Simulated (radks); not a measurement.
The nuclear charge of the copper ion Cu2+ is varied continuously with 27 electrons held in [Ar] 3d9. All-electron calculation, Dirac Kohn-Sham, PBEsol, spin-unpolarised, spherical densities, finite nucleus; open shells fill j = l - 1/2 first; Fermi nuclear charge, rms radius 3.8823 fm. Program: a radial shooting solver on a logarithmic mesh with Libxc functionals. By the Hellmann-Feynman theorem dE/dZ = E(electron-nucleus)/Z, the electronic potential at the nucleus (averaged over a nucleus of fixed radius).

| Z | E (hartree) | E(electron-nucleus)/Z (hartree) | HOMO | e(HOMO) (eV) | <r> HOMO (bohr) |
|---|---|---|---|---|---|
| 28 | -1519.04436 | -130.272 | 3d5/2 | -12.848 | 1.075 |
| 28.25 | -1551.80908 | -131.846 | 3d5/2 | -16.546 | 1.030 |
| 28.5 | -1584.96685 | -133.416 | 3d5/2 | -20.560 | 0.9909 |
| 28.75 | -1618.51695 | -134.984 | 3d5/2 | -24.873 | 0.9557 |
| 29 | -1652.45882 | -136.550 | 3d5/2 | -29.472 | 0.9239 |
| 29.25 | -1686.79202 | -138.115 | 3d5/2 | -34.344 | 0.8950 |
| 29.5 | -1721.51620 | -139.678 | 3d5/2 | -39.480 | 0.8686 |
| 29.75 | -1756.63109 | -141.241 | 3d5/2 | -44.872 | 0.8442 |
| 30 | -1792.13652 | -142.803 | 3d5/2 | -50.513 | 0.8216 |

The central difference of E at Z = 29 is -136.550 hartree, to compare with the third column; the second derivative is -6.26 hartree.
